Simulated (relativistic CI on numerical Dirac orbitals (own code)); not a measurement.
# Slater and spin-orbit integrals, W LXXI

Computed by Dirac-Coulomb-Breit CI, KLI orbitals optimised for each configuration, QED by a radiative potential, unscaled Slater integrals (own radial code, finite nucleus).

Slater integrals F^k, G^k are unscaled and averaged over j, outside the closed core 1s2; ζ comes from projecting the Hamiltonian with its Breit term on Σ l·s of the shell.

- 2s2p: G^1(2s,2p) = 1.541e+06, ζ(2p) = 7.9849e+06 cm⁻¹; <r>(2s) = 0.07364, <r^2>(2s) = 0.006446, <r>(2p) = 0.06518, <r^2>(2p) = 0.005178 (bohr units).
- 2p²: F^2(2p,2p) = 1.4393e+06, ζ(2p) = 7.9669e+06 cm⁻¹; <r>(2p) = 0.06524, <r^2>(2p) = 0.005187 (bohr units).
- 2p3s: ζ(2p) = 8.0581e+06, G^1(2p,3s) = 159420 cm⁻¹; <r>(2p) = 0.06502, <r^2>(2p) = 0.005154, <r>(3s) = 0.172, <r^2>(3s) = 0.03388 (bohr units).

Averages of the first 10 configurations, taken without configuration mixing, which lowers the lowest level and can move excited configurations by several eV; other configurations of the list can lie among them:

```
Configuration  Parity  States  Average energy above the lowest level (eV)
          2s²    even       1                                        11.0
         2s2p     odd      12                                      1191.2
          2p²    even      15                                      2435.1
         2p3s     odd      12                                     12201.0
         2p3p    even      36                                     12559.2
         2s3s    even       4                                     10995.0
         2s3p     odd      12                                     11359.3
         2s3d    even      20                                     11614.0
         2s4s    even       4                                     14743.5
         2s4p     odd      12                                     14894.6
```
